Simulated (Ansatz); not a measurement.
Ba6O6⁺. Charge 1, multiplicity 2. Geometry PBE-D4/def2-SVP, basis def2-TZVP, Ansatz.

```xyz
12

Ba   -1.295   -2.115   -0.540
Ba   -2.160    1.040    2.113
Ba    1.142    2.235    0.652
Ba    1.567   -0.712   -2.404
Ba    2.020   -1.455    1.226
Ba   -2.164    1.622   -1.907
O    -1.285    2.222    0.251
O    -0.518   -0.823    1.595
O     0.266    0.284    2.224
O     2.245    0.416   -0.338
O     1.041   -2.403   -0.752
O    -0.860   -0.311   -2.121
```

| run | HOMO (eV) | LUMO (eV) |
| --- | --- | --- |
| A | -4.86 | -4.33 |
| B | -5.20 | -3.65 |
| C | -5.44 | -3.25 |
| D | -4.78 | -3.85 |

In the def2 sets Ba takes a core potential; there is no spin–orbit coupling. The structure holds one bond between oxygen atoms, so isomers without such links may lie far lower. The structure comes from a short search, and lower isomers may exist.

HOMO and LUMO are taken over both spins.

**Question.** The runs used BHLYP, PBE, PBE0, r2SCAN. Estimate which is which.

**Answer.** A PBE (0 % exact exchange); B PBE0 (25 % exact exchange); C BHLYP (50 % exact exchange); D r2SCAN (0 % exact exchange). Exact exchange lowers occupied and raises empty levels; among semilocal functionals meta-GGAs tend to open the gap a little, and such runs are hard to tell apart. The gap grows from 0.53 eV (PBE) to 2.19 eV (BHLYP).
